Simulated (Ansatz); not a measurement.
`B[SiH]1CO1` + H–F → `F[SiH]1CO1` + BH₃ at 600 K and 1 bar (cleavage of the Si–B bond).

Computed with Ansatz on PBE0-D4/def2-TZVP structures; ΔE is electronic, products minus reactants. CCSD(T)/CBS adds triple-zeta CCSD(T) − MP2 to the extrapolated MP2 energy (def2 sets, frozen cores). This one scheme is used for every species.

```csv
species,CCSD(T)/CBS energy (Eh),H − E (kJ/mol),S (J/(mol·K))
`B[SiH]1CO1`,-430.04378,207.2,383.6
H–F,-100.39570,42.3,194.0
`F[SiH]1CO1`,-503.94479,152.2,347.1
BH₃,-26.55200,91.5,217.3
```

H − E and S are ideal-gas, rigid-rotor, harmonic terms from PBE0-D4/def2-TZVP, for one conformer and one mirror image of each species. 1 Eh = 2625.50 kJ/mol, R = 8.31446 J/(mol·K).

By hand: ΔE, ΔH, ΔS and ΔG.

ΔE = (-503.94479) + (-26.55200) − (-430.04378) − (-100.39570) = -0.05731 Eh = -150.5 kJ/mol. Δ(H − E) = 152.2 + 91.5 − 207.2 − 42.3 = -5.8, so ΔH = -156.3 kJ/mol. ΔS = 347.1 + 217.3 − 383.6 − 194.0 = -13.2 J/(mol·K). ΔG = -156.3 − 600 × (-13.2)/1000 = -148.4 kJ/mol.

By hand: the equilibrium constant, and the temperature at which ΔG would vanish if ΔH and ΔS stayed fixed.

log₁₀ K = −ΔG/(RT ln 10) = 12.9. ΔG = 0 at ΔH/ΔS = 11841 K, far beyond where these terms or the molecules hold.

The number of gas molecules stays the same, so ΔS is small and ΔH decides. A doubt of 5 kJ/mol in ΔE shifts log₁₀ K by 0.4 here. Other conformers and mirror images would add mixing entropy, several J/(mol·K) or more a flexible species. These are equilibria of isolated gas molecules and say nothing of rates. Largest T1 diagnostic: 0.018 (customary marks: 0.02 for closed shells, 0.045 for open ones).
